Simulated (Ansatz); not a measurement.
Computed with Ansatz on PBE0-D4/def2-TZVP structures; ΔE is electronic, products minus reactants. CBS: MP2 limit from def2 TZ/QZ plus the TZ coupled-cluster correction, frozen cores. Functionals use def2-TZVPP. One conformer a species, not always the lowest.

`O[Si](O)(F)CF` + `NBC[SiH2]Cl` → `O[Si](O)(F)C[SiH2]Cl` + `NBCF`  (redistribution)

Question: Is it downhill or uphill in electronic energy at CCSD(T)/CBS, and by how much? (Estimate.)

Answer: Ansatz gave: Downhill: ΔE = -30.4 kJ/mol.

Question: What do these levels give: PBE-D4, PBE0-D4, CCSD(T)/def2-TZVPP, HF/CBS(def2), MP2/CBS(def2), CCSD/CBS(def2)? (Estimate.)

Answer: The calculation gave: PBE-D4 -29.5, PBE0-D4 -30.6, CCSD(T)/def2-TZVPP -29.5, HF/CBS(def2) -25.8, MP2/CBS(def2) -30.4, CCSD/CBS(def2) -29.8 kJ/mol.

Largest T1 diagnostic among the species: 0.012.

In def2-TZVPP, CCSD(T) changes the Hartree–Fock value by −3.6 kJ/mol (the triples alone add −0.6 kJ/mol) and MP2 by −3.7 kJ/mol. The D4 term adds −4.2 kJ/mol with B3LYP and −2.3 kJ/mol with PBE0; it sums over pairs of atoms, weighted by their polarisabilities, and B3LYP, whose exchange is more repulsive, gets the larger term.

B3LYP here is the variant with VWN-RPA as its local correlation; programs differ in this.
